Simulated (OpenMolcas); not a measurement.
Tc3+ among 6 point charges of -1.7 e arranged as a trigonal antiprism (D3d), with a polar angle of 48.2° against the regular 54.74°.

- Program: OpenMolcas 26.06
- Method: SS-CASPT2, IPEA 0.25 Eh, imaginary shift 0.1 Eh (closed shells correlated: 4s 4p)
- Basis: ANO-RCC-VTZP [7s6p4d2f1g]
- Scalar Hamiltonian: DKH2, point nucleus
- Active space: 4 electrons in 5 orbitals (4d)
- State averaging: 2S+1 = 5 even, 5 roots; 2S+1 = 3 even, 45 roots; 2S+1 = 1 even, 50 roots
- Spin-orbit coupling: state interaction with AMFI integrals over the reference wave functions

All point charges move together. At R = 2.07 Å the first state of the same spin is 6040 cm-1, and at R = 2.29 Å it is 3370 cm-1.

Problem. A third run gives 4240 cm-1. What distance was it run at?

Solution. With a power law R^-n the two known points give n = -ln(3370 / 6040) / ln(2.29 / 2.07) = 5.78. Then R = 2.07 × (6040 / 4240)^(1/5.78) = 2.201 Å. The run was at 2.2 Å, so the estimate is off by +0.001 Å.

Roots that are degenerate in the reference are averaged as groups; the widest CASPT2 spread within a group is 460 cm-1 (the 2-fold group of multiplicity 1 near 38000 cm-1 above the lowest state of its run, R = 2.07). Shifts and gaps below about the spread of the groups concerned are not significant. Over all roots computed the reference weight is 0.85 to 0.94 in R = 2.07; the roots of lowest weight are the least certain, and an intruder state may touch them. An orbital doublet at a regular site is open to a Jahn-Teller distortion, which this geometry leaves out. This shell can be high or low spin here, a state of another spin lies low, and with metal d orbitals alone active their balance is uncertain, so the ground spin may be wrong. Point charges give a weaker field than real ligands, and real ions of this kind are as a rule low spin; the high spin found here belongs to the model. Free-ion shares, where given, are those of the reference states; single-state CASPT2 does not remix them. Point charges carry no covalency, so the field is a model and not that of real ligands. No measured value stands beside these numbers.
